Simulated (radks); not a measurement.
Species: the zinc ion Zn+. Configuration: [Ar] 3d10 4s1.

Calculated with a radial shooting solver on a logarithmic mesh with Libxc functionals: scalar-relativistic Kohn-Sham, PBE, spin-polarised, spherical densities, finite nucleus; open shells are filled with parallel spins first; Fermi nuclear charge, rms radius 3.9283 fm.

Energy parts (hartree):
part                       energy
total                 -1795.65731
kinetic                1824.24653
electron-nucleus      -4316.99058
Hartree                 768.40195
exchange-correlation    -71.31521

Orbitals (lengths in bohr, moments of r in powers of bohr; <r^-3> diverges for s and p1/2):
orbital	occ.	eigenvalue (hartree)	<r^-3>	<r^2>	<1/r>
1s up	1	-350.4166	-	0.003405	30.23
1s down	1	-350.4150	-	0.003405	30.23
2s down	1	-42.91540	-	0.06036	6.586
2s up	1	-42.91507	-	0.06036	6.587
2p up	3	-37.24572	794.7	0.04820	6.462
2p down	3	-37.24562	794.7	0.04820	6.462
3s up	1	-5.10323	-	0.5370	2.088
3s down	1	-5.10247	-	0.5362	2.088
3p up	3	-3.42001	102.5	0.6030	1.932
3p down	3	-3.41837	102.7	0.6010	1.934
3d up	5	-0.72854	9.446	1.097	1.512
3d down	5	-0.72051	9.592	1.056	1.526
4s up	1	-0.53364	-	6.564	0.5419
4s down	0	-0.48976	-	6.572	0.5430

The highest occupied level is 4s up at -14.521 eV. The spin density at the nucleus is 11.55 e/bohr^3 (1s 0.08, 2s 0.08, 3s -0.12, 4s 11.50). The density falls to 0.001 e/bohr^3 at r = 3.62 bohr. Spin moment in Bohr magnetons: 1. For comparison, the ionisation energy in NIST's Atomic Spectra Database is 17.964 eV (measured). In exact Kohn-Sham theory the highest level is minus the ionisation energy, but local and semilocal functionals leave it too shallow, through self-interaction and a potential that decays too fast; potentials with the right tail come closer. Summed over all electrons, <r^2> = 22.43 bohr^2, which gives a Langevin (diamagnetic) susceptibility term of -17.8 x 10^-6 cm^3/mol. The electron density at the nucleus is 2.534e+04 e/bohr^3 (large components only).
